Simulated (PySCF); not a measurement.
PySCF job for HfF₄, SMILES [F][Hf]([F])([F])[F], multiplicity 1, TDDFT-PBE/def2-SVPD. The structure is a stationary point at B3LYP-D3(BJ)/def2-SVP. The spin state was assumed, not searched. The isomer is the one that the SMILES or the coordinates give; other isomers of the formula were not compared. The def2 effective core potentials stand for the cores of Hf; spin–orbit coupling is left out.

```python
import numpy as np
from pyscf import gto, scf, dft, tdscf

mol = gto.M(
    atom='''
    Hf    0.00000000    0.00000000    0.00000000
    F    -1.10357370    1.10357369   -1.10357370
    F     1.10357370    1.10357370    1.10357370
    F     1.10357370   -1.10357369   -1.10357369
    F    -1.10357369   -1.10357370    1.10357369
    ''',
    basis='def2-SVPD',
    ecp={'Hf': 'def2-svp'},
    charge=0,
    spin=0,
    symmetry=True,
    max_memory=1600,
    verbose=4,
)
mf = dft.RKS(mol, xc='pbe').density_fit(auxbasis='def2-universal-jkfit')
mf.grids.level = 3
mf.conv_tol = 1e-9
mf.max_cycle = 100
mf.kernel()
mf.grids = dft.Grids(mol).set(level=1).build(with_non0tab=True)  # coarser grid for the response kernel
td = tdscf.TDDFT(mf)
td.singlet = True
td.nstates = 10
td.conv_tol = 1e-4
td.positive_eig_threshold = 1e-6
td.kernel(x0=td.get_init_guess(mf, 15))
td.analyze()
tt = tdscf.TDA(mf)
tt.singlet = False
tt.nstates = 4
tt.conv_tol = 1e-4
tt.positive_eig_threshold = 1e-6
tt.kernel(x0=tt.get_init_guess(mf, 9))
tt.analyze(verbose=3)
```

Log of the run:

```
PySCF version 2.14.0

[INPUT] verbose = 4
[INPUT] num. atoms = 5
[INPUT] num. electrons = 48
[INPUT] charge = 0
[INPUT] spin (= nelec alpha-beta = 2S) = 0
[INPUT] symmetry True subgroup None
[INPUT] Mole.unit = angstrom
[INPUT] Symbol           X                Y                Z      unit          X                Y                Z       unit  Magmom
[INPUT]  1 Hf     0.000000000000   0.000000000000   0.000000000000 AA    0.000000000000   0.000000000000   0.000000000000 Bohr   0.0
[INPUT]  2 F     -1.103573700000   1.103573690000  -1.103573700000 AA   -2.085452051273   2.085452032376  -2.085452051273 Bohr   0.0
[INPUT]  3 F      1.103573700000   1.103573700000   1.103573700000 AA    2.085452051273   2.085452051273   2.085452051273 Bohr   0.0
[INPUT]  4 F      1.103573700000  -1.103573690000  -1.103573690000 AA    2.085452051273  -2.085452032376  -2.085452032376 Bohr   0.0
[INPUT]  5 F     -1.103573690000  -1.103573700000   1.103573690000 AA   -2.085452032376  -2.085452051273   2.085452032376 Bohr   0.0

nuclear repulsion = 201.990865937952
point group symmetry = Td, use subgroup D2
symmetry origin: [ 1.57477182e-09 -3.28954970e-17  0.00000000e+00]
symmetry axis x: [ 1.00000000e+00  2.26536763e-09 -7.55122647e-10]
symmetry axis y: [-2.26536764e-09  1.00000000e+00 -2.26536744e-09]
symmetry axis z: [7.55122642e-10 2.26536744e-09 1.00000000e+00]
num. orbitals of irrep A = 34
num. orbitals of irrep B1 = 31
num. orbitals of irrep B2 = 31
num. orbitals of irrep B3 = 31
number of shells = 49
number of NR pGTOs = 192
number of NR cGTOs = 127
basis = def2-SVPD
ecp = {'Hf': 'def2-svp'}


******** <class 'pyscf.df.df_jk.DFSymAdaptedRKS'> ********
method = DFSymAdaptedRKS
initial guess = minao
damping factor = 0
level_shift factor = 0
DIIS = <class 'pyscf.scf.diis.CDIIS'>
diis_start_cycle = 1
diis_space = 8
diis_damp = 0
SCF conv_tol = 1e-09
SCF conv_tol_grad = None
SCF max_cycles = 100
direct_scf = False
XC library pyscf.dft.libxc version 7.1.2
    S. Lehtola, C. Steigemann, M. J. T. Oliveira, and M. A. L. Marques,  SoftwareX 7, 1–5 (2018)
XC functionals = pbe
    J. P. Perdew, K. Burke, and M. Ernzerhof,  Phys. Rev. Lett. 77, 3865 (1996)
    J. P. Perdew, K. Burke, and M. Ernzerhof,  Phys. Rev. Lett. 78, 1396 (1997)
    J. P. Perdew, K. Burke, and M. Ernzerhof,  Phys. Rev. Lett. 77, 3865 (1996)
    J. P. Perdew, K. Burke, and M. Ernzerhof,  Phys. Rev. Lett. 78, 1396 (1997)
radial grids:
    Treutler-Ahlrichs [JCP 102, 346 (1995); DOI:10.1063/1.469408] (M4) radial grids

becke partition: Becke, JCP 88, 2547 (1988); DOI:10.1063/1.454033
pruning grids: <function nwchem_prune>
grids dens level: 3
symmetrized grids: True
atomic radii adjust function: <function treutler_atomic_radii_adjust>
small_rho_cutoff = 0
Freeze 0 electrons in irreps []
    48 free electrons in irreps A B1 B2 B3
Set gradient conv threshold to 3.16228e-05
Initial guess from minao.
tot grids = 80840
init E= -434.302430341065
HOMO (B1) = -0.643405069277002  LUMO (A) = -0.358663120954466  gap/eV = 7.74822
cycle= 1 E= -446.983735705442  delta_E= -12.7  |g|= 0.833  |ddm|= 7.62
HOMO (B2) = -0.257462376235545  LUMO (A) = -0.0303315098573016  gap/eV = 6.18055
cycle= 2 E= -446.746136554906  delta_E= 0.238  |g|= 1.51  |ddm|= 1.59
HOMO (B1) = -0.374544563027491  LUMO (A) = -0.0507838160209708  gap/eV = 8.80998
cycle= 3 E= -447.081860417453  delta_E= -0.336  |g|= 0.344  |ddm|= 1.01
HOMO (B1) = -0.377958914687372  LUMO (A) = -0.0727207417938193  gap/eV = 8.30595
cycle= 4 E= -447.108928656801  delta_E= -0.0271  |g|= 0.0266  |ddm|= 0.348
HOMO (B1) = -0.376718268860914  LUMO (A) = -0.0697331347428604  gap/eV = 8.35349
cycle= 5 E= -447.10906558821  delta_E= -0.000137  |g|= 0.00432  |ddm|= 0.0189
HOMO (B1) = -0.376929691342049  LUMO (A) = -0.069619857849378  gap/eV = 8.36233
cycle= 6 E= -447.109068833962  delta_E= -3.25e-06  |g|= 0.000487  |ddm|= 0.00363
HOMO (B2) = -0.377014717809325  LUMO (A) = -0.0697087547504831  gap/eV = 8.36222
cycle= 7 E= -447.109068873057  delta_E= -3.91e-08  |g|= 4.99e-05  |ddm|= 0.000415
HOMO (B1) = -0.377017311303412  LUMO (A) = -0.0697068733488721  gap/eV = 8.36234
cycle= 8 E= -447.109068873578  delta_E= -5.21e-10  |g|= 3.06e-06  |ddm|= 4.74e-05
HOMO (B1) = -0.377016703856607  LUMO (A) = -0.0697070428600158  gap/eV = 8.36232
Extra cycle  E= -447.10906887357  delta_E= 8.19e-12  |g|= 8.11e-06  |ddm|= 7.47e-06
converged SCF energy = -447.10906887357
tot grids = 30040
Overwritten attributes  positive_eig_threshold  of <class 'pyscf.tdscf.rks.CasidaTDDFT'>


******** <class 'pyscf.tdscf.rks.CasidaTDDFT'> for <class 'pyscf.df.df_jk.DFSymAdaptedRKS'> ********
nstates = 10 singlet
deg_eia_thresh = 1.000e-03
wfnsym = None
conv_tol = 0.0001
eigh lindep = 1e-12
eigh level_shift = 0
eigh max_cycle = 100


Excitation energies (eV)
[8.3834785  8.3834785  8.3834785  8.48265503 8.48265503 8.48265503
 8.49329058 8.49329058 8.49329058 8.55675052]

** Singlet excitation energies and oscillator strengths **
Excited State   1:   B1      8.38348 eV    147.89 nm  f=0.0000
      19 -> 25        0.11418
      19 -> 26        0.19778
      22 -> 25       -0.57928
      22 -> 26        0.33444
Excited State   2:   B2      8.38348 eV    147.89 nm  f=0.0000
      20 -> 25       -0.11419
      20 -> 26        0.19778
      23 -> 25       -0.57927
      23 -> 26       -0.33445
Excited State   3:   B3      8.38348 eV    147.89 nm  f=0.0000
      21 -> 25       -0.22837
      24 -> 26       -0.66889
Excited State   4:   B1      8.48266 eV    146.16 nm  f=0.0046
      19 -> 25       -0.42640
      19 -> 26        0.24618
      22 -> 25        0.25270
      22 -> 26        0.43770
Excited State   5:   B3      8.48266 eV    146.16 nm  f=0.0046
      21 -> 26        0.49236
      24 -> 25        0.50541
Excited State   6:   B2      8.48266 eV    146.16 nm  f=0.0046
      20 -> 25        0.42640
      20 -> 26        0.24619
      23 -> 25        0.25271
      23 -> 26       -0.43769
Excited State   7:   B3      8.49329 eV    145.98 nm  f=0.0000
      21 -> 25       -0.66822
      24 -> 26        0.22713
Excited State   8:   B1      8.49329 eV    145.98 nm  f=0.0000
      19 -> 25       -0.33410
      19 -> 26       -0.57870
      22 -> 25       -0.19671
      22 -> 26        0.11356
Excited State   9:   B2      8.49329 eV    145.98 nm  f=0.0000
      20 -> 25        0.33412
      20 -> 26       -0.57869
      23 -> 25       -0.19670
      23 -> 26       -0.11357
Excited State  10:   B2      8.55675 eV    144.90 nm  f=0.0000
      23 -> 27        0.70640

** Transition electric dipole moments (AU) **
state          X           Y           Z        Dip. S.      Osc.
  1         0.0000      0.0000     -0.0000      0.0000      0.0000
  2         0.0000     -0.0000      0.0000      0.0000      0.0000
  3         0.0000     -0.0000      0.0000      0.0000      0.0000
  4        -0.0000      0.0000      0.1496      0.0224      0.0046
  5         0.1496      0.0000      0.0000      0.0224      0.0046
  6        -0.0000      0.1496     -0.0000      0.0224      0.0046
  7        -0.0000     -0.0000      0.0000      0.0000      0.0000
  8        -0.0000     -0.0000     -0.0000      0.0000      0.0000
  9         0.0000     -0.0000     -0.0000      0.0000      0.0000
 10         0.0000     -0.0000     -0.0000      0.0000      0.0000

WARN: ECP detected. Skipping calculation of transition velocity and magnetic dipole moments, which have not yet been implemented.

Overwritten attributes  positive_eig_threshold  of <class 'pyscf.tdscf.rks.TDA'>


******** <class 'pyscf.tdscf.rks.TDA'> for <class 'pyscf.df.df_jk.DFSymAdaptedRKS'> ********
nstates = 4 triplet
deg_eia_thresh = 1.000e-03
wfnsym = None
conv_tol = 0.0001
eigh lindep = 1e-12
eigh level_shift = 0
eigh max_cycle = 100


Excitation energies (eV)
[8.10874905 8.10874905 8.10874905 8.23933383]

** Triplet excitation energies and oscillator strengths **
Excited State   1:   B3      8.10875 eV    152.90 nm  f=0.0000
Excited State   2:   B2      8.10875 eV    152.90 nm  f=0.0000
Excited State   3:   B1      8.10875 eV    152.90 nm  f=0.0000
Excited State   4:   B1      8.23933 eV    150.48 nm  f=0.0000
```

The run converged.
